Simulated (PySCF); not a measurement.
Spectrum to structure. Theory: TDDFT CAM-B3LYP/def2-SVPD, vertical, gas phase, core orbitals frozen in the response (PySCF). Geometries: GFN2-xTB, one conformer each. Ions are computed without counter-ions or solvent.

| state | ν̃ (cm⁻¹) | f | main configurations (H = HOMO, L = LUMO) |
| --- | --- | --- | --- |
| S1 | 32050 | 0.217 | H→L (98%) |
| S2 | 40890 | 0.0002 | H→L+1 (96%) |
| S3 | 44540 | 0.016 | H-1→L (65%), H→L+2 (33%) |
| S4 | 48780 | 0.0004 | H→L+3 (82%) |
| S5 | 49220 | 0.019 | H-2→L (78%), H-3→L (13%) |
| S6 | 49610 | 0.0096 | H-3→L (79%), H-2→L (10%) |
| S7 | 50160 | 0.167 | H→L+2 (59%), H-1→L (26%) |
| S8 | 52370 | 0.0001 | H-1→L+1 (56%), H→L+5 (34%) |

Question: Which structure fits?
A. `Cc1cn(C)[n+](C)c1`
B. `C[NH2+]CC1CC1`
C. `c1s[c+](sc1)SC`

Answer: C. Its S1, at 3.97 eV, is the lowest among the candidates; the nearest of the others has S1 at 5.87 eV. S1 is HOMO→LUMO (98%). Löwdin shares by element: HOMO sulfur 50% or more, carbon 25% or more (atoms not listed hold the other 26%); LUMO sulfur 56%, carbon 35% or more. At the same level the other candidates give, for their lowest levels:
- `Cc1cn(C)[n+](C)c1`: 5.87 eV (f 0.133); 6.99 eV (f 0.163); 7.65 eV (f 0.028); 8.10 eV (f 0.539); 8.37 eV (f 0.003); T1 4.24 eV; HOMO -13.18, LUMO -4.26 eV
- `C[NH2+]CC1CC1`: 7.70 eV (f 0.024); 7.88 eV (f 0.008); 8.65 eV (f 0.000); 8.78 eV (f 0.012); 9.00 eV (f 0.017); T1 7.57 eV; HOMO -14.13, LUMO -3.66 eV

The values belong to the conformer `[CH3:1][S:2][c+:3]1[s:4][cH:5][cH:6][s:7]1`: C1–S2–C3–S4 -179°.
Triplets come from the Tamm–Dancoff approximation.
